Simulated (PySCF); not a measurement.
In(PH2)3 (H6InP3), SMILES [PH2][In]([PH2])[PH2].

Geometry: B3LYP-D3(BJ)/def2-SVP. The def2 effective core potentials stand for the cores of In; spin–orbit coupling is left out. One conformer was computed; it need not be the lowest.

Calculation: B3LYP/def2-TZVP (PySCF).

Symmetry labels are those of the subgroup Cs that the program uses (full group Cs).

Computed valence orbital energies around the gap with their symmetry:
```tsv
orbital	symmetry	energy (eV)
HOMO−7	A'	-10.67
HOMO−6	A"	-10.66
HOMO−5	A"	-10.49
HOMO−4	A'	-8.75
HOMO−3	A"	-8.49
HOMO−2	A'	-7.90
HOMO−1	A'	-6.68
HOMO	A"	-6.64
LUMO	A'	-1.89
LUMO+1	A'	-1.46
LUMO+2	A'	-0.24
LUMO+3	A"	-0.09
```
